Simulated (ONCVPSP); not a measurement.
Before and after: ONCV potential for N

nitrogen (N), optimised norm-conserving Vanderbilt (ONCV), made with ONCVPSP 4.0.1 (LDA (Perdew-Zunger), scalar-relativistic). Core [He], reference 2s2 2p3. Waves: 2s: rc 0.90 bohr, ncon 4, nbas 8, qcut 6.8 1/bohr, 2 projectors, debl 2.7 Ha; 2p: rc 2.15 bohr, ncon 4, nbas 7, qcut 5.7 1/bohr, 1 projector. Local part: polynomial inside 0.65 bohr (lpopt 5, dvloc0 6 Ha). Core correction: Teter function fitted to the true core (icmod 2), fcfact 0.2.

Change: all radii but the core radius scaled by about 1.08 (s 0.98, p 2.32 bohr); local potential polynomial inside 0.70 bohr (lpopt 5, dvloc0 6 Ha).

Cutoffs: the cutoffs (Ha) at which the residual kinetic energy of the hardest occupied pseudo-wave falls to 1 and 0.1 mHa per electron; they do not see the model core or the augmentation charge, which bear on the density cutoff. Errors are all-electron minus pseudo energies relative to the spin-unpolarised reference configuration.

Q: How do hardness, ghosts and transferability respond?

A: The potential gets softer (46 Ha and 185 Ha → 30 Ha and 155 Ha); of the 4 tests that both files solve, the error grows in 4 and shrinks in 0 by more than 15 % and 0.3 meV (median size 402.9 → 499.5 meV); neither file shows a bound ghost. A larger radius leaves more room for a smooth pseudo-wave, so fewer plane waves are needed. More of the atom is replaced by a form fitted at one configuration, so other configurations suffer.

```csv
quantity,base,changed
"cutoff, loose",46 Ha,30 Ha
"cutoff, tight",185 Ha,155 Ha
loose cutoff by channel,"s 46 Ha, p 13 Ha","s 30 Ha, p 12 Ha"
bound ghosts,none,none
GHOST(+) flags under 300 eV,none,none
"error for 2s2 2p2, meV [ΔE 13.73 eV]",+80,+103
"error for 2s2 2p1, meV [ΔE 42.70 eV]",+686,+849
"error for 2s2 2p0, meV [ΔE 89.87 eV]",+2650,+3184
"error for 2s1 2p3, meV [ΔE 25.18 eV]",-120,-150
"rms error of d²Exc/dni dnj with the model core, mHa",1.04,0.81
```
